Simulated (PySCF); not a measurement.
A PySCF script (with the pyscf-properties extension) for the NMR shieldings of `[Br][Cu-][Br]`, [Br$_{2}$Cu]-, on a PBE0-D3(BJ)/def2-SVP geometry:

```python
import basis_set_exchange as bse
import numpy as np
from pyscf import gto, dft
from pyscf.prop import nmr

atoms = """
Cu   -0.000182   -0.000111    0.000108
Br   -0.017860   -0.022529    2.277180
Br    0.018042    0.022630   -2.277288
"""
names = {"Cu": "pcSseg-2", "Br": "pcSseg-1"}
basis = {el: gto.basis.parse(bse.get_basis(n, elements=[el], fmt="nwchem")) for el, n in names.items()}
mol = gto.M(atom=atoms, basis=basis, charge=-1, verbose=0)
mf = dft.RKS(mol, xc="PBE")
mf.grids.level = 2
mf.grids.alignment = dft.numint.BLKSIZE   # the property module wants whole blocks of grid points
mf.conv_tol = 1e-9
mf.kernel()

calc = nmr.RKS(mf)   # GIAO
sigma = calc.kernel()   # uncoupled for a functional without exact exchange
for i, s in enumerate(sigma):   # ppm
    w = np.linalg.eigvalsh((s + s.T) / 2)
    print("%2d %-2s iso %8.1f  s11 %8.1f  s22 %8.1f  s33 %8.1f" % (i, mol.atom_pure_symbol(i), w.mean(), *w))
```

Task: What are the results?

Result: 
```
 0 Cu iso   1064.9  s11    386.2  s22    386.2  s33   2422.3
 1 Br iso   3069.4  s11   3037.4  s22   3037.4  s33   3133.3
 2 Br iso   3069.3  s11   3037.3  s22   3037.3  s33   3133.3
```

These numbers come from an equivalent density-fitted implementation of the same equations, which agrees with the script to about 0.01 ppm for H and up to a few tenths of a ppm for heavy atoms, so last digits may differ.

Task: Turn these shieldings into chemical shifts. Referencing at the same level of theory: 79Br (2551.78 ppm) against HBr.

Result: Averaging equivalent atoms: Br 1/2: -518 ppm. No reference was computed at this level for Cu. 

Relativistic effects, spin–orbit coupling among them, are left out; they matter for Br and for the light atoms bonded to it.

Size and cost of the density-fitted run: 155 basis functions, 15 s wall time on 1 thread of an Arm Neoverse V1, shared host.
